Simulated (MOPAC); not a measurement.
Input for MOPAC: PM3 on HIZn (SMILES [ZnH][I]), a point of a bond scan (R = 2.067 Å).

```
PM3 1SCF PRECISE CHARGE=0 THREADS=1
HIZn

Zn    -0.00000000 1    -0.00000000 1    -1.52518202 1
H      0.00000000 1     0.00000000 1    -3.59171792 1
I      0.00000000 1     0.00000000 1     0.92097000 1
```

It printed:

```
*******************************************************************************
 **                                                                           **
 **                              MOPAC v23.2.5                                **
 **                                                                           **
 *******************************************************************************
 ** MOPAC's Digital Object Identifier: https://doi.org/10.5281/zenodo.6511958 **
 **                                                                           **
 ** Please cite the open-source release paper for use of this MOPAC version:  **
 ** J. E. Moussa and J. J. P. Stewart (2026)                                  **
 ** MOPAC: An open-source semiempirical molecular orbital program             **
 ** J. Open Source Softw., 11(119), 8025, https://doi.org/10.21105/joss.08025 **
 *******************************************************************************

                              PM3 CALCULATION RESULTS

 *******************************************************************************
 *  PM3        - The PM3 Hamiltonian to be used
 *
 *
 *
 *                 CHARGE ON SYSTEM = 0
 *
 *
 *
 *  PRECISE    - TIGHTER CRITERIA TO BE USED
 *  1SCF       - DO 1 SCF AND THEN STOP
 *  THREADS=1  - MULTI-THREADING NOT USED
 *  T=         - A TIME OF 172800.0 SECONDS REQUESTED
 *  DUMP=N     - RESTART FILE WRITTEN EVERY 7200.0 SECONDS REQUESTED
 *******************************************************************************
PM3 1SCF PRECISE CHARGE=0 THREADS=1
 HIZn

   ATOM   CHEMICAL          X               Y               Z
  NUMBER   SYMBOL      (ANGSTROMS)     (ANGSTROMS)     (ANGSTROMS)

     1      Zn         -0.00000000  *  -0.00000000  *  -1.52518202  *
     2       H          0.00000000  *   0.00000000  *  -3.59171792  *
     3       I          0.00000000  *   0.00000000  *   0.92097000  *



          CARTESIAN COORDINATES

    NO.       ATOM           X           Y           Z

     1        Zn         -0.0000     -0.0000     -1.5252
     2         H          0.0000      0.0000     -3.5917
     3         I          0.0000      0.0000      0.9210

  H: (PM3): J. J. P. STEWART, J. COMP. CHEM. 10, 209 (1989).
 Zn: (PM3): J. J. P. STEWART, J. COMP. CHEM. 12, 320-341 (1991).
  I: (PM3): J. J. P. STEWART, J. COMP. CHEM. 10, 209 (1989).

           Empirical Formula: H Zn I  =     3 atoms



      MOLECULAR POINT GROUP   :   C*v


      RHF CALCULATION, NO. OF DOUBLY OCCUPIED LEVELS = 5


 -------------------------------------------------------------------------------
 PM3 1SCF PRECISE CHARGE=0 THREADS=1
 HIZn



     1SCF WAS SPECIFIED, SO BFGS WAS NOT USED
     SCF FIELD WAS ACHIEVED


                              PM3 CALCULATION
                                                       MOPAC v23.2.5 Linux




          FINAL HEAT OF FORMATION =         57.85806 KCAL/MOL =     242.07814 KJ/MOL


          COSMO AREA              =         94.78 SQUARE ANGSTROMS
          COSMO VOLUME            =         73.38 CUBIC ANGSTROMS

          IONIZATION POTENTIAL    =         10.365970 EV
          HOMO LUMO ENERGIES (EV) =        -10.366 -2.540
          NO. OF FILLED LEVELS    =          5
          MOLECULAR WEIGHT        =        193.2924         POINT GROUP:  C*v

          MOLECULAR DIMENSIONS (Angstroms)

            Atom       Atom       Distance
            I     3    H     2     4.51269
            I     3    H     2     0.00000
           Zn     1    H     2     0.00000


          SCF CALCULATIONS        =          1





   ATOM   CHEMICAL          X               Y               Z
  NUMBER   SYMBOL      (ANGSTROMS)     (ANGSTROMS)     (ANGSTROMS)

     1      Zn         -0.00000000  *  -0.00000000  *  -1.52518202  *
     2       H          0.00000000  *   0.00000000  *  -3.59171792  *
     3       I          0.00000000  *   0.00000000  *   0.92097000  *

                             CARTESIAN COORDINATES

   1   Zn       -0.000000000    -0.000000000    -1.525182020
   2    H        0.000000000     0.000000000    -3.591717920
   3    I        0.000000000     0.000000000     0.920970000


           Empirical Formula: H Zn I  =     3 atoms



      MOLECULAR POINT GROUP   :   C*v


                  EIGENVALUES
 -12.84757 -11.85474 -11.52393 -10.36597 -10.36597  -2.54042   1.11493   1.11493
   3.79015


              NET ATOMIC CHARGES AND DIPOLE CONTRIBUTIONS

  ATOM NO.   TYPE          CHARGE      No. of ELECS.   s-Pop       p-Pop
    1         Zn           0.348843        1.6512     1.03437     0.61679
    2          H          -0.034959        1.0350     1.03496
    3          I          -0.313884        7.3139     1.92841     5.38548
 DIPOLE           X         Y         Z       TOTAL
 POINT-CHG.     0.000     0.000    -3.341     3.341
 HYBRID         0.000     0.000     0.981     0.981
 SUM            0.000     0.000    -2.360     2.360


          ATOMIC ORBITAL ELECTRON POPULATIONS

     Atom    s        px        py        pz
    1 Zn   1.03437   0.04990   0.04990   0.51700
    2  H   1.03496
    3  I   1.92841   1.95010   1.95010   1.48527

 **********************
 *                    *
 * JOB ENDED NORMALLY *
 *                    *
 **********************




 == MOPAC DONE ==
```

The run finished.

Cost: roughly 0.04 core-seconds.
